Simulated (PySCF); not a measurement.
## Multinuclear NMR of C6H10Si

Cartesian coordinates in Å; atom numbers follow the order of the lines, from 1:
```xyz
17

C    -3.0675    0.7603    0.4508
C    -1.9000    0.5963   -0.1458
C    -1.4773   -0.6410   -0.8497
Si   -0.1504   -1.5884    0.1554
C     1.3665   -0.5417    0.2233
C     2.3501    0.1548    0.2557
C     3.5331    0.9849    0.2947
H    -3.8215   -0.0109    0.4372
H    -3.3240    1.6681    0.9699
H    -1.1593    1.3857   -0.1144
H    -1.0601   -0.3841   -1.8252
H    -2.3395   -1.2877   -1.0175
H    -0.6366   -1.8347    1.5175
H     0.1642   -2.8456   -0.5370
H     3.6368    1.4404    1.2796
H     4.4174    0.3816    0.0891
H     3.4612    1.7740   -0.4540
```

Theoretical values (PySCF 2.14): σ from GIAO-PBE0/pcSseg-1, geometry from GFN2-xTB. No solvent model, non-relativistic Hamiltonian, one averaged value for each set of equivalent atoms, one computed conformer.

Task: What are the ²⁹Si shifts?

Result: 
| atoms | environment | σ (ppm) | δ (ppm) |
| --- | --- | --- | --- |
| Si4 | silicon bonded to 2 C, 2 H | 412.8 | -59.3 |

Shieldings were converted by a linear fit to measured shifts: ²⁹Si: δ = 279.94 − 0.822σ (rms 8.9 ppm, 72 shifts, 25.8 ppm with the 6 outliers that the fit left out vs TMS, solution or neat liquid). A few per cent of atoms miss by over 2 rms, more outside the fitted compound classes.

On a 600 MHz spectrometer ²⁹Si resonates near 119.2 MHz, so 1 ppm is 119.2 Hz.
